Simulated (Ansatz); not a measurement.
All numbers were calculated with Ansatz.

A structure relaxed at PBE0-D4/def2-TZVP, charge 0, multiplicity 1:

Cartesian coordinates in Å:
```
O 0.119 0.928 1.039
In 0.134 -0.277 -0.547
H -0.553 0.700 1.684
H -1.045 -1.522 -0.516
H 1.346 0.171 -1.660
```

Give its formula and SMILES.

H3InO, `[OH][InH2]`.

Point group (tolerance 0.08 Å, 0.16 Å for H)?

Cs.

Summarise the bond lengths by kind.

1 × In–O 1.991 Å; 1 × H–O 0.959 Å; 2 × H–In 1.705 to 1.715 Å.
